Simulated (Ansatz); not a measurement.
The same path of BF₂H₃O (7 atoms, charge 0, multiplicity 1) was run twice with different band settings. Lost on the way: B1–F2, O5–H7. Made: F2–H7.

Level of theory: Ansatz, RKS PBE-D4/def2-SVP.

Relaxed end points:

```xyz
7
Properties=species:S:1:pos:R:3
B -0.028 -0.013 0.157
F -0.228 -0.728 1.309
F 1.266 -0.009 -0.292
H -0.924 0.012 -0.668
O -0.076 1.656 0.860
H 0.859 1.929 0.742
H -0.156 1.449 1.816
```

```xyz
7
Properties=species:S:1:pos:R:3
B 0.123 0.495 -0.257
F -0.383 -0.340 2.247
F 1.317 0.001 -0.594
H -0.900 0.008 -0.677
O 0.058 1.624 0.524
H 0.952 1.957 0.743
H -0.455 0.551 1.937
```

Common settings: movable images 7; climbing image yes; optimiser quadratic models (default); start path through a guess of the saddle point; force threshold 0.03 eV/Å; iteration limit 60; end points relaxed.

| run | spring |
| --- | --- |
| 1 | 5.0 eV/Å² |
| 2 | 50.0 eV/Å² |

Q: What does each run give, and how far can it be trusted?

A: Run 1: converged after 12 iterations, highest image 0.773 eV above the first end. A vibrational analysis at the climbing image gives one clearly imaginary mode, 701i cm⁻¹: a first-order saddle point.
Run 2: converged after 11 iterations, highest image 0.773 eV above the first end. Another band between the same ends (7 images) ends at a top of the same energy, where a vibrational analysis finds 1 clearly imaginary mode.
The orbitals stay closed-shell, which can raise the energy where a bond breaks towards radicals; this wasn't checked here.
